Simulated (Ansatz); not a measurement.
Basis-set series for C$_{3}$H$_{5}$F$_{3}$O, SMILES `CCOC(F)(F)F`. Total charge 0; spin multiplicity 1. The geometry is a stationary point of PBE0-D4/def2-TZVP. It is one conformer, not always the lowest.

| functional | basis | functions | energy (Eh) | HOMO (eV) | LUMO (eV) |
| --- | --- | --- | --- | --- | --- |
| PBE0-D4 | def2-TZVPP | 287 | -491.81543 | -9.25 | 1.20 |
| PBE0-D4 | def2-QZVPP | 549 | -491.84064 | -9.28 | 0.71 |
| ωB97M-V | def2-TZVPP | 287 | -492.16771 | -11.68 | 2.58 |
| ωB97M-V | def2-QZVPP | 549 | -492.19173 | -11.71 | 1.81 |

Q: Give the rows for def2-SVP. (Best estimate.)

A: The calculation gave: 
| functional | basis | functions | energy (Eh) | HOMO (eV) | LUMO (eV) |
| --- | --- | --- | --- | --- | --- |
| PBE0-D4 | def2-SVP | 123 | -491.23519 | -9.18 | 1.88 |
| ωB97M-V | def2-SVP | 123 | -491.57216 | -11.60 | 3.50 |

Positive LUMOs are unbound and depend on the basis.

Computed with Ansatz.
